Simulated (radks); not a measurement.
Results of a calculation; reference values are marked as such.
Br3+, 32 electrons, occupied as [Ar] 3d10 4s2 4p2.

Code: a radial shooting solver on a logarithmic mesh with Libxc functionals. Model: scalar-relativistic Kohn-Sham, LB94 model potential, spin-polarised, spherical densities, finite nucleus; open shells are filled with parallel spins first; Fermi nuclear charge, rms radius 4.1629 fm.

Energy parts (Ry):
part                    energy
kinetic             5343.25470
electron-nucleus  -12498.77620
Hartree             2130.29029
(The LB94 potential has no energy functional, so no total or exchange-correlation energy is given.)

Orbitals (lengths in bohr, moments of r in powers of bohr; r(max) is where P^2 peaks; r(90%) holds 90 % of the orbital's charge):
| orbital | occ. | eigenvalue (Ry) | r(max) | r(90%) |
|---|---|---|---|---|
| 1s down | 1 | -989.0466 | 0.02791 | 0.0763 |
| 1s up | 1 | -989.0450 | 0.02791 | 0.0763 |
| 2s up | 1 | -132.4026 | 0.1591 | 0.292 |
| 2s down | 1 | -132.3946 | 0.1591 | 0.292 |
| 2p up | 3 | -117.4587 | 0.1272 | 0.269 |
| 2p down | 3 | -117.4457 | 0.1272 | 0.269 |
| 3s up | 1 | -21.15362 | 0.4847 | 0.822 |
| 3s down | 1 | -21.14218 | 0.4848 | 0.823 |
| 3p up | 3 | -16.42884 | 0.4815 | 0.860 |
| 3p down | 3 | -16.42228 | 0.4817 | 0.862 |
| 3d down | 5 | -8.59161 | 0.4287 | 0.961 |
| 3d up | 5 | -8.58715 | 0.4284 | 0.956 |
| 4s down | 1 | -4.54685 | 1.334 | 2.21 |
| 4s up | 1 | -4.53332 | 1.349 | 2.24 |
| 4p up | 2 | -3.46320 | 1.523 | 2.59 |
| 4p down | 0 | -3.45051 | 1.497 | 2.55 |

The highest occupied level is 4p up at -47.119 eV. The electron density at the nucleus is 4.5e+04 e/bohr^3 (large components only). The spin density at the nucleus is -1.131 e/bohr^3 (1s -0.229, 2s 0.375, 3s 0.764, 4s -2.041). The density falls to 0.001 e/bohr^3 at r = 3.27 bohr. For comparison, the ionisation energy in NIST's Atomic Spectra Database is 47.78 eV (measured). In exact Kohn-Sham theory the highest level is minus the ionisation energy, but local and semilocal functionals leave it too shallow, through self-interaction and a potential that decays too fast; potentials with the right tail come closer.
